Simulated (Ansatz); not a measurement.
Consider the redistribution: `O[SiH](F)O[SiH2]F` + `O[CH2][GeH3]` → `O[SiH](O)O[SiH2]F` + `F[CH2][GeH3]`.

Gas-phase electronic energies from Ansatz, PBE0-D4/def2-TZVP geometries. CCSD(T)/CBS adds triple-zeta CCSD(T) − MP2 to the extrapolated MP2 energy (def2 sets, frozen cores). Functionals use def2-TZVPP. HSE06 is defined as in plane-wave codes. For Ge outer-core shells are correlated without core-valence functions, which leaves a few kJ/mol of doubt a bond. Scalar relativity is left out up to krypton. One conformer a species, not always the lowest.

`O[SiH](F)O[SiH2]F`:

Cartesian coordinates in Å:
```
O 0.705 1.752 -1.692
Si 0.051 1.311 -0.279
F 1.014 1.697 0.928
O -0.163 -0.295 -0.213
Si -0.382 -1.663 0.631
F -1.646 -1.494 1.584
H 1.514 1.341 -1.998
H -1.214 2.036 -0.131
H 0.791 -1.931 1.489
H -0.671 -2.755 -0.320
```

`O[CH2][GeH3]`:

Cartesian coordinates in Å:
```
O -0.829 -1.314 0.634
C 0.327 -0.510 0.498
Ge -0.096 0.962 -0.738
H -0.633 -2.036 1.236
H 1.175 -1.074 0.091
H 0.644 -0.079 1.457
H -0.489 0.398 -2.112
H 1.153 1.850 -0.891
H -1.252 1.804 -0.176
```

`O[SiH](O)O[SiH2]F`:

Cartesian coordinates in Å:
```
O 0.926 -0.749 -2.124
Si 0.945 0.012 -0.685
O 1.566 -0.902 0.524
O -0.563 0.358 -0.191
Si -1.583 0.602 1.044
F -2.672 1.662 0.572
H 0.365 -1.520 -2.230
H 1.729 1.238 -0.911
H 2.462 -1.227 0.427
H -2.299 -0.650 1.365
H -0.876 1.177 2.208
```

`F[CH2][GeH3]`:

```xyz
8

F    -1.800    0.726   -0.308
C    -0.746    0.435    0.544
Ge    0.731   -0.411   -0.458
H    -1.112   -0.232    1.329
H    -0.413    1.367    1.009
H     1.228    0.546   -1.551
H     1.873   -0.711    0.528
H     0.240   -1.720   -1.093
```

| level | ΔE (kJ/mol) |
| --- | --- |
| HSE06-D4 | 41.0 |
| CCSD(T)/def2-SVP | 46.9 |

(1) What does CCSD(T)/CBS give? (An estimate is asked.)

Largest T1 diagnostic among the species: 0.012.

## Answers

(1) Ansatz gave: +45.5 kJ/mol. The listed levels differ from it by -4.5, 1.4 kJ/mol.

From BLYP to BHLYP (50 % exact exchange), in def2-TZVPP and without D4, ΔE moves by +3.8 kJ/mol. Leaving LDA and LC-ωPBE aside and taking each functional with its dispersion term where it has one, the values, not all of them listed here, spread over 6.2 kJ/mol, from BLYP-D4 to PBE-QIDH.
